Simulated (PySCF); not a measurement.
Molecule: SMILES [SiH3]O[SiH2]P, H7OPSi2.

Bonds (- single, = double, # triple, : aromatic): Si1-O2 1.660 Å, O2-Si3 1.658 Å, Si3-P4 2.264 Å. Si1 carries H5, H6, H7; Si3 carries H8, H9; P4 carries H10, H11.

Geometry PBE0-D3(BJ)/def2-SVP throughout; GIAO in PySCF, gas phase, one conformer, non-relativistic; equivalent atoms averaged; basis pcSseg-2.

Q: How do the shifts δ (against TMS, H2O, H3PO4 at the same level) depend on the functional? (ppm; last column core-seconds on shared hosts with different chips, so compare them loosely; the GGAs took longer than the global hybrids here, which isn't the general rule, and the cause wasn't traced)

A: 
```csv
functional,kind,Si3,Si1,O2,P4,H8/H9,H5/H6/H7,H10/H11,core-s
HF,Hartree–Fock,-21.5,-47.0,2.9,-248.1,5.01,4.53,1.62,14
LDA,LDA,-6.4,-37.7,33.8,-296.9,6.25,5.52,1.84,23
PBE,GGA,-11.8,-41.7,29.4,-279.2,5.98,5.27,1.71,29
BLYP,GGA,-16.7,-49.8,32.2,-264.3,5.84,5.15,1.64,29
BP86,GGA,-12.1,-42.2,27.8,-276.0,5.95,5.24,1.71,28
OPBE,GGA,-10.2,-35.5,23.1,-278.0,5.87,5.16,1.72,30
KT2,GGA,-9.2,-38.1,23.5,-268.6,5.94,5.21,1.70,29
KT3,GGA,-13.0,-41.3,22.7,-257.6,5.69,4.99,1.62,33
B97-D,GGA,-16.1,-46.2,24.9,-260.3,5.73,5.05,1.67,29
B3LYP,global hybrid,-16.4,-47.5,24.4,-266.1,5.62,4.99,1.63,23
PBE0,global hybrid,-12.4,-40.3,20.0,-279.6,5.69,5.05,1.70,22
mPW1PW91,global hybrid,-12.8,-40.8,19.4,-277.0,5.65,5.01,1.68,22
WP04,global hybrid,-19.3,-49.8,14.3,-233.0,4.92,4.30,1.39,26
B97-2,global hybrid,-14.5,-42.2,18.3,-270.4,5.58,4.94,1.67,25
BHandHLYP,global hybrid,-17.5,-46.3,15.7,-262.2,5.34,4.77,1.62,24
CAM-B3LYP,range-separated hybrid,-15.4,-45.2,22.4,-272.9,5.53,4.96,1.64,36
wB97X-D,range-separated hybrid,-14.3,-41.7,17.6,-278.1,5.55,4.98,1.68,34
LC-wPBE,range-separated hybrid,-11.6,-36.4,14.9,-290.5,5.44,4.91,1.67,46
```

Q: Which nucleus moves most, in ppm?

A: P4 (phosphorus bonded to Si, 2 H): from -296.9 ppm with LDA to -233.0 ppm with WP04. The smallest spread is 0.46 ppm, at H10/H11.
